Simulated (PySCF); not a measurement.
C2H9InN2, SMILES C[CH2][In]([NH2])[NH2] (B3LYP/def2-SVP optimised geometry):

```
14

In    -0.905     0.027     0.000
C      1.286     0.027     0.000
C      1.937    -1.358     0.029
H      1.605     0.636     0.862
H      1.586     0.587    -0.901
H      1.641    -1.973    -0.837
H      1.666    -1.925     0.935
H      3.040    -1.287     0.012
N     -2.054     1.731     0.000
H     -1.680     2.574     0.431
H     -3.040     1.653     0.240
N     -2.008    -1.661    -0.395
H     -3.002    -1.669    -0.177
H     -1.616    -2.574    -0.178
```

Computed with B3LYP/def2-TZVP, def2 effective core potentials past Kr (PySCF).

### Question
What are the frontier orbital energies and the dipole moment?

### Answer
HOMO-2 -7.38 eV, HOMO-1 -6.68 eV, HOMO -6.18 eV, LUMO -0.87 eV, LUMO+1 -0.25 eV; dipole moment 1.84 D.

On the same geometry PBE/def2-TZVP, def2 effective core potentials past Kr (PySCF 2.14.0) gives HOMO-2 -6.36 eV, HOMO-1 -5.60 eV, HOMO -5.07 eV, LUMO -1.35 eV, LUMO+1 -0.71 eV; dipole moment 1.68 D.
